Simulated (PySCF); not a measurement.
A structure optimised at ωB97X-D3(BJ)/def2-SVP, used in a PySCF frequency run:

```xyz
4

Ti     0.0000     0.0000     0.3065
Cl     0.0000     2.0025    -0.6380
Cl     0.0000    -2.0025    -0.6380
O      0.0000     0.0000     1.8686
```

Task: Write its SMILES, formula and point group.

Result: [O]=[Ti]([Cl])[Cl], Cl2OTi, C2v

Task: What are its rotational constants (standard atomic weights)?

Result: 5.6645, 1.7776, 1.3530 GHz
